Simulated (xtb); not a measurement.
C₅H₁₅NSi (SMILES CN(C)[Si](C)(C)C), singlet, geometry from GFN2-xTB. Base run: GFN2-xTB in xtb 6.7.1.

Geometry (Å):
```xyz
22

C      1.7119    -1.0345     1.0241
N      1.1292    -0.0558     0.1388
C      2.0188     0.2742    -0.9479
Si    -0.5894     0.1197    -0.0123
C     -1.4392    -1.2490    -1.0528
C     -1.3250     0.0952     1.7444
C     -0.9238     1.8056    -0.8331
H      1.0407    -1.2259     1.8550
H      1.9124    -1.9830     0.5096
H      2.6603    -0.6574     1.4182
H      2.2372    -0.5985    -1.5767
H      1.5735     1.0455    -1.5678
H      2.9664     0.6478    -0.5488
H     -1.2754    -2.2324    -0.6200
H     -2.5124    -1.0985    -1.1200
H     -1.0501    -1.2719    -2.0674
H     -0.7499     0.7098     2.4291
H     -1.3660    -0.9098     2.1519
H     -2.3402     0.4778     1.7338
H     -1.9616     2.0917    -0.6983
H     -0.7350     1.7799    -1.9015
H     -0.3088     2.5899    -0.4043
```
All else is at xtb's defaults.
Base energy -23.00439 Eh.

The base run was repeated with changes; each row names its change, and settings that it needs were set with it.

| change | ΔE vs base (kJ/mol) | HOMO-LUMO gap (eV) | dipole (D) | G_solv (kcal/mol) | SCF cycles |
|---|---|---|---|---|---|
| base | 0.00 | 5.99 | 0.63 | - | 11 |
| etemp = 1000 | 0.00 | 5.99 | 0.63 | - | 11 |
| etemp = 10000 | -20.94 | 6.16 | 0.86 | - | 12 |
| etemp = 3000 | 0.00 | 5.99 | 0.63 | - | 11 |
| alpb = acetonitrile | -21.50 | 5.97 | 0.69 | -5.16 | 12 |
| alpb = thf | -25.99 | 5.98 | 0.67 | -6.23 | 12 |
| alpb = ch2cl2 | -28.4 | 5.98 | 0.68 | -6.79 | 11 |
| file = coord | 0.00 | 5.99 | 0.63 | - | 11 |
| gbsa = acetonitrile | -18.46 | 5.95 | 0.72 | -4.44 | 12 |
| acc = 0.0001 | 0.00 | 5.99 | 0.63 | - | 20 |

ALPB and GBSA are two models with their own fitted parameters for each solvent, which aren't always the measured dielectric constant.
